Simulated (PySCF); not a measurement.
## Simulated absorption spectrum

Compound: C5H9NSSi.
Z-matrix (Å and degrees, GFN2-xTB geometry), rows numbered from 1:
```
C 
N   1  1.4444
C   2  1.3815  1  120.64
C   3  1.4225  2  124.06  1    28.44
C   4  1.3558  3  112.62  2   175.51
S   5  1.7140  4  112.37  3    -0.06
C   3  1.3777  2  122.89  1  -155.65
Si  7  1.8658  3  129.29  2     3.30
H   1  1.0887  2  108.50  3  -177.76
H   1  1.0896  2  109.46  3   -59.88
H   1  1.0983  2  113.24  3    61.45
H   2  1.0107  1  113.92  3  -138.59
H   4  1.0748  3  124.35  2    -4.31
H   5  1.0722  4  128.06  3  -179.78
H   8  1.4718  7  108.55  3    49.59
H   8  1.4592  7  108.51  3   169.24
H   8  1.4669  7  110.68  3   -69.26
```

Theory: PySCF, TDDFT CAM-B3LYP/def2-SVPD, vertical, gas phase, core orbitals frozen in the response.

Computed states:

```json
{"state": "S1", "E (eV)": "4.71", "f": "0.150"}
{"state": "S2", "E (eV)": "5.11", "f": "0.0001"}
{"state": "S3", "E (eV)": "5.52", "f": "0.0050"}
{"state": "S4", "E (eV)": "5.69", "f": "0.078"}
{"state": "S5", "E (eV)": "5.81", "f": "0.0052"}
{"state": "S6", "E (eV)": "6.15", "f": "0.056"}
{"state": "S7", "E (eV)": "6.23", "f": "0.0089"}
{"state": "S8", "E (eV)": "6.33", "f": "0.060"}
```

Broadening: Gaussians 0.4 eV wide at half height, area fixed by f = 4.319×10⁻⁹ ∫ε dν̃. The width is an assumption, not a result. The curve ends short of the highest state used, and states not computed would add to its high-energy end.

(1) What does the envelope look like, and where are its maxima?

(2) On this curve, what absorbance would a 10⁻³ mol/L sample give at 266 nm over a 1 cm path?

(3) Coming from long wavelengths, where does ε first pass 100 L mol⁻¹ cm⁻¹?

Results:

(1) 
```csv
λ (nm),ε (L mol⁻¹ cm⁻¹)
216.4,5768
218.4,5801
220.3,5433
222.3,4700
224.3,3772
226.3,2820
228.3,1974
230.2,1332
232.2,840
234.2,521
236.2,349
238.2,305
240.1,381
242.1,603
244.1,1004
246.1,1620
248.1,2477
250.0,3510
252.0,4784
254.0,6160
256.0,7510
258.0,8692
259.9,9534
261.9,10030
263.9,10081
265.9,9699
267.9,8951
269.8,7992
271.8,6834
273.8,5635
275.8,4487
277.8,3456
279.7,2619
281.7,1898
283.7,1337
285.7,915
287.7,611
289.6,406
291.6,258
293.6,160
295.6,97
297.6,58
299.5,35
301.5,20
```

Maxima: 263 nm (4.71 eV), ε about 10000, made up of S1 (100%); 218 nm (5.70 eV), ε about 5800, made up of S4 (90%) (ε in L mol⁻¹ cm⁻¹; maxima over ε = 5, shares over 10%).

(2) 266 nm is 4.661 eV, where ε is about 9700 L mol⁻¹ cm⁻¹, so A = ε c l ≈ 9.7 (Beer–Lambert, with the gas-phase spectrum and the assumed width).

(3) At about 295 nm (4.20 eV), 0.52 eV below S1.

One conformer stands for the species.
